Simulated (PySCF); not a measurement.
**RbO: mean field, correlation and small terms against distance**

State: ²Σ⁺, doublet, unpaired electrons σ ↑. ROHF-based CCSD(T) in PySCF 2.14 with Rb cc-pwCVDZ-X2C, O aug-cc-pVDZ-DK and Rb cc-pwCVTZ-X2C, O aug-cc-pVTZ-DK (frozen core orbitals: 15; spin-free X2C with a Gaussian nucleus). Correlation energies are extrapolated as n⁻³ (n = 2, 3), Hartree–Fock as (n+1)·exp(−9√n). CV is the change on freezing 14 orbitals instead, in Rb cc-pwCVTZ-X2C, O cc-pCVTZ-DK. All energies in eV from Rb + O.

| R (Å) | HF/CBS | CCSD corr. | (T) | CV | total |
| --- | --- | --- | --- | --- | --- |
| 1.9738 | -0.398 | -1.876 | -0.1748 | -0.0069 | -2.456 |
| 2.0636 | -0.742 | -1.793 | -0.1660 | -0.0062 | -2.708 |
| 2.1533 | -0.947 | -1.730 | -0.1596 | -0.0056 | -2.842 |
| 2.2430 | -1.049 | -1.681 | -0.1550 | -0.0051 | -2.889 |
| 2.3327 | -1.076 | -1.641 | -0.1517 | -0.0048 | -2.873 |
| 2.4449 | -1.037 | -1.602 | -0.1488 | -0.0044 | -2.791 |
| 2.5570 | -0.945 | -1.570 | -0.1469 | -0.0041 | -2.666 |

A fit to the total gives Re = 2.2603 Å, De = 2.891 eV, ωe = 384.9 cm⁻¹, Be = 0.2451 cm⁻¹ (masses 84.9118 and 15.9949 u).

Problem. At R = 2.2430 Å the CCSD correlation energy is -0.300902 hartree in the smaller basis and -0.411407 in the larger. Extrapolate it.

Solution. (3³·E3 − 2³·E2)/(3³ − 2³) = -0.45794 hartree; the larger basis holds 89.8 % of it.

The T1 diagnostic is 0.020. The state was picked by a PBE0 search and need not be the measured ground state. Spin–orbit coupling, excitations beyond (T) and corrections to the Born–Oppenheimer picture are left out.
